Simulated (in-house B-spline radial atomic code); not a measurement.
# RPA and G0W0 on BHandHLYP: O4+

Configuration [He] 2s2, mean-field start BHandHLYP. Computed with a B-spline radial code for spherical atoms: all electrons, scalar-relativistic (spin-free one-electron X2C), finite nucleus, each spin shell either full or empty, empty states to l = 9 with an (l + 1/2)⁻⁴ tail; G0W0 by contour deformation at full frequency.

Command:
```bash
python run_gw.py task.json out
```
Settings (radii: box in bohr, nucleus in fm):
```
Z                        8
electrons                4
configuration            [He] 2s2
hamiltonian              x2c
method                   bhandhlyp
lmax                     9
rms_radius               2.6991
spin_polarised           False
box_radius               11.96
intervals                70
ion_configuration        [He] 2s1
```

Cost of the run: 2.5 s on 1 thread of Arm Neoverse N1, on a shared host.

Energies (hartree):

```tsv
term	value
mean-field total	-68.42976
Hartree-Fock functional on these orbitals	-68.31020
direct second order	-0.2704
second-order exchange	0.13218
SOSEX correction	0.1088
```

(1) What is the RPA correlation energy, and what remains with SOSEX?

Quasi-particle levels (eV):

```tsv
level	occupied	mean field	Σx - vxc	Σc	QP weight	G0W0
2s	yes	-107.53	-3.85	?	?	?
1s	yes	-646.05	-23.44	5.01	0.940	-664.48
2p	no	-83.44	6.98	-1.62	0.973	-78.08
```

G0W0 = mean field + (Σx - vxc) + Σc, with Σc (partial-wave tail included) taken at the quasi-particle energy.

(2) Where does G0W0 put 2s?

(3) What does it cost to remove one electron (to [He] 2s1) by differences of total energies, each species on its own start (correlation terms add to the Hartree-Fock functional)?

## Answers

(1) RPA gives -0.22268 hartree (-1.51 eV per electron); RPA + SOSEX gives -0.11387, and the second-order doubles -0.13822 hartree (no singles). SOSEX takes back 49 % of the RPA value.

(2) At -113.69 eV, with Σc = -2.31 eV and a quasi-particle weight of 0.961. The tabulated removal energy is 113.899 eV (NIST, measured).

(3) BHandHLYP 112.51 eV, Hartree-Fock functional 111.10 eV, + RPA 113.55 eV, + RPA + SOSEX 112.87 eV, + second order 113.48 eV. Tabulated: 113.899 eV (NIST, measured).
